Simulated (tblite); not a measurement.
C2H10FNSi4.
Numbering: `[F:1][SiH2:2][Si@:3]1([SiH3:4])[CH:5]=[CH:6][N:7]1[SiH3:8]` (hydrogens: H9, H10 on Si2; H11, H12, H13 on Si4; H14 on C5; H15 on C6; H16, H17, H18 on Si8)

Structure optimised with GFN2-xTB, isolated species.

(1) Give the optimised bond lengths and angles.

## Answers

(1) 
```json
{"bond": "F1–Si2", "length (bohr)": "3.065", "order": "single"}
{"bond": "Si2–Si3", "length (bohr)": "4.361", "order": "single"}
{"bond": "Si3–Si4", "length (bohr)": "4.399", "order": "single"}
{"bond": "Si3–C5", "length (bohr)": "3.571", "order": "single"}
{"bond": "C5=C6", "length (bohr)": "2.539", "order": "double"}
{"bond": "C6–N7", "length (bohr)": "2.610", "order": "single"}
{"bond": "N7–Si8", "length (bohr)": "3.240", "order": "single"}
{"bond": "Si3–N7", "length (bohr)": "3.454", "order": "single"}
{"bond": "Si2–H9", "length (bohr)": "2.765", "order": "single"}
{"bond": "Si2–H10", "length (bohr)": "2.764", "order": "single"}
{"bond": "Si4–H11, Si4–H12, Si4–H13", "length (bohr)": "2.773", "order": "single"}
{"bond": "C5–H14", "length (bohr)": "2.027", "order": "single"}
{"bond": "C6–H15", "length (bohr)": "2.040", "order": "single"}
{"bond": "Si8–H16, Si8–H17, Si8–H18", "length (bohr)": "2.772", "order": "single"}
```

Bonds in one row agree within 0.02 bohr and their mean is given. Orders are formal, as drawn. A selection of angles:
```json
{"angle": "F1–Si2–Si3", "degrees": "102.2"}
{"angle": "F1–Si2–H9", "degrees": "102.4"}
{"angle": "F1–Si2–H10", "degrees": "102.6"}
{"angle": "Si3–Si2–H9", "degrees": "120.4"}
{"angle": "Si3–Si2–H10", "degrees": "118.3"}
{"angle": "H9–Si2–H10", "degrees": "107.8"}
{"angle": "Si2–Si3–Si4", "degrees": "122.5"}
{"angle": "Si2–Si3–C5", "degrees": "115.9"}
{"angle": "Si2–Si3–N7", "degrees": "107.7"}
{"angle": "Si4–Si3–C5", "degrees": "117.1"}
{"angle": "Si4–Si3–N7", "degrees": "107.8"}
{"angle": "C5–Si3–N7", "degrees": "72.4"}
{"angle": "Si3–Si4–H11", "degrees": "108.9"}
{"angle": "Si3–Si4–H12", "degrees": "112.3"}
{"angle": "Si3–Si4–H13", "degrees": "114.9"}
{"angle": "H11–Si4–H12", "degrees": "106.8"}
{"angle": "Si3–C5–C6", "degrees": "89.4"}
{"angle": "Si3–C5–H14", "degrees": "142.5"}
{"angle": "C6–C5–H14", "degrees": "128.0"}
{"angle": "C5–C6–N7", "degrees": "107.4"}
{"angle": "C5–C6–H15", "degrees": "131.3"}
{"angle": "N7–C6–H15", "degrees": "121.4"}
{"angle": "C6–N7–Si8", "degrees": "127.8"}
{"angle": "Si3–N7–C6", "degrees": "90.9"}
{"angle": "Si3–N7–Si8", "degrees": "141.2"}
{"angle": "N7–Si8–H16", "degrees": "111.1"}
{"angle": "N7–Si8–H17", "degrees": "109.4"}
{"angle": "N7–Si8–H18", "degrees": "104.2"}
{"angle": "H16–Si8–H17", "degrees": "109.3"}
{"angle": "H16–Si8–H18", "degrees": "110.8"}
```

Dihedral angles: F1–Si2–Si3–Si4 37° (synclinal); Si2–Si3–C5–C6 -102° (anticlinal); Si3–C5–C6–N7 0° (synperiplanar); C5–C6–N7–Si8 177° (antiperiplanar); Si2–Si3–N7–C6 113° (anticlinal).

The Si–Si distances run from 2.307 Å (Si2–Si3, drawn single) to 2.328 Å (Si3–Si4, drawn single), a spread of 0.021 Å. N7 (nitrogen bridging silicon atoms) is planar (angles 141.2°, 127.8° and 90.9°, sum 359.9°, 0.03 Å off the plane of its three neighbours). Si2 (fluorine-bound silicon) is distorted tetrahedral (angles from 102.2° to 120.4°). The N–Si distances run from 1.715 Å (N7–Si8, drawn single) to 1.828 Å (Si3–N7, drawn single), a spread of 0.113 Å. Si8 (SiH3 silicon) is distorted tetrahedral (angles from 104.2° to 112.0°). The 4-membered ring Si3–C5–C6–N7 has internal angles of 72.4° to 107.4°; it is planar, 0.00 Å rms from its mean plane, widest ring torsion 0°. Si3 (four-coordinate silicon) has angles from 72.4° to 122.5°.

Point group: C1 (no symmetry element, even within 0.4 Å). Its GFN2-xTB frequencies are all real (lowest 29 cm⁻¹). One conformer, not necessarily the lowest. 2 starts were optimised and ended at 0.00 and 0.13 kcal/mol (GFN2-xTB); the lowest of these is shown.

These are computed values.
